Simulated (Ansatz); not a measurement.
The same molecule with X = O, S, Te. Ansatz, PBE0-D4/def2-TZVP geometries, multiplicity 1. Each molecule was computed in one conformer, which needn't be the lowest.

Elements past krypton have def2 core potentials.

| X | molecule | mean X–B bond length / Å | mean X–H bond length / Å | HOMO–LUMO gap (ωB97M-V/def2-TZVPP) / eV | HOMO energy (PBE0/def2-TZVPP) / eV | HOMO energy (ωB97M-V/def2-TZVPP) / eV |
| --- | --- | --- | --- | --- | --- | --- |
| O | `CB(N)O` | 1.379 | 0.957 | 12.02 | -7.58 | -9.98 |
| S | `CB(N)S` | 1.828 | 1.343 | 11.19 | -7.06 | -9.27 |

Give the row for X = Te, `CB(N)[TeH]`. (Estimate.)

The calculation gave: 
| X | molecule | mean X–B bond length / Å | mean X–H bond length / Å | HOMO–LUMO gap (ωB97M-V/def2-TZVPP) / eV | HOMO energy (PBE0/def2-TZVPP) / eV | HOMO energy (ωB97M-V/def2-TZVPP) / eV |
| --- | --- | --- | --- | --- | --- | --- |
| Te | `CB(N)[TeH]` | 2.186 | 1.659 | 9.82 | -6.14 | -8.21 |

From O to Te the mean X–B bond length rises at each step, by 0.807 Å in all; the mean X–H bond length rises at each step, by 0.702 Å in all; the HOMO–LUMO gap (ωB97M-V/def2-TZVPP) falls at each step, by 2.20 eV in all; the HOMO energy (PBE0/def2-TZVPP) rises at each step, by 1.44 eV in all; the HOMO energy (ωB97M-V/def2-TZVPP) rises at each step, by 1.77 eV in all. Bonds lengthen as the atom grows down the group.

Spin–orbit coupling is left out; it splits and shifts lone-pair levels of the heavy atoms by tenths of an eV.
